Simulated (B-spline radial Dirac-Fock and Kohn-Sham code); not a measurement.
**Kohn-Sham estimates against Dirac-Fock for the levels of Ta⁴⁷⁺**

System: tantalum as Ta⁴⁷⁺, [Ar] 3d8.

The density-functional columns are spherical, spin-unpolarised Dirac-Kohn-Sham results without Breit or QED terms: −ε is minus the orbital energy of the initial state and ΔSCF the difference of two total energies. The reference in the last column comes from Dirac-Fock (average of configuration) total-energy differences with a finite nucleus, the Breit interaction including its frequency dependence, and self-energy and vacuum-polarisation corrections. All numbers are from a radial atomic solver, in eV; a selection of levels is shown. For the 1s level of heavy atoms much of the gap between ΔSCF and the reference is the Breit and QED part, -333.7 eV here; for other levels the error of the functional can be larger.

```csv
level,LDA −ε,LDA ΔSCF,Dirac-Fock
K,69801.8,70385.2,70062.3
L1,14083.7,14219.3,14269.4
L2,13594.5,13759.7,13733.8
L3,12316.6,12463.9,12468.4
M1,4994.4,5052.1,5090.2
M2,4785.8,4846.5,4860.8
M3,4489.6,4546.7,4564.7
"M4,5",4112.2,4176.8,4174.5
```

Values without a named source are computed, but for edge energies of neutral atoms, which are taken from tables.
